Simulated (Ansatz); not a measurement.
Species: H3GaS3, SMILES `[SH][Ga]([SH])[SH]` with one electron removed (charge 1, multiplicity 2), formula H3GaS3.

Problem. How many basis functions does Ansatz (a program for electronic structure) with frozen-core CCSD(T)/cc-pVTZ // CAM-B3LYP-D3(BJ)/def2-TZVP use, how many core orbitals are frozen, and how many electrons are correlated?

Solution. 187 basis functions and 24 frozen orbitals, which leaves 33 correlated electrons (filled d shells below the valence shell are correlated). Core time is of the order of hours.
